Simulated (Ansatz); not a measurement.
`[F][Ge]([SiH3])([SH])[Cl]` and `[F][GeH]([SH])[Cl]` differ in one atom or group.

Ansatz, PBE0-D4/def2-TZVP geometries, multiplicity 1. Each molecule was computed in one conformer, which needn't be the lowest.

Scalar relativity is left out up to krypton.

| property | `[F][Ge]([SiH3])([SH])[Cl]` |
| --- | --- |
| size of the dipole moment (ωB97M-V/def2-TZVPP) / D | 3.23 |
| HOMO–LUMO gap (B3LYP/def2-TZVPP) / eV | 6.42 |
| HOMO–LUMO gap (PBE/def2-TZVPP) / eV | 4.78 |
| LUMO energy (ωB97M-V/def2-TZVPP) / eV | 0.83 |
| HOMO energy (B3LYP/def2-TZVPP) / eV | -7.70 |
| size of the dipole moment (PBE/def2-TZVPP) / D | 3.02 |

(1) What does the change do to each property? (An estimate is asked.)

## Answers

(1) Computed: 
| property | `[F][GeH]([SH])[Cl]` | shift |
| --- | --- | --- |
| size of the dipole moment (ωB97M-V/def2-TZVPP) / D | 1.46 | -1.77 |
| HOMO–LUMO gap (B3LYP/def2-TZVPP) / eV | 6.67 | 0.25 |
| HOMO–LUMO gap (PBE/def2-TZVPP) / eV | 4.97 | 0.19 |
| LUMO energy (ωB97M-V/def2-TZVPP) / eV | 1.04 | 0.21 |
| HOMO energy (B3LYP/def2-TZVPP) / eV | -7.98 | -0.28 |
| size of the dipole moment (PBE/def2-TZVPP) / D | 1.34 | -1.68 |

Dipoles are sizes alone; their direction can turn.

B3LYP here is the variant with VWN-RPA as its local correlation; programs differ in this.
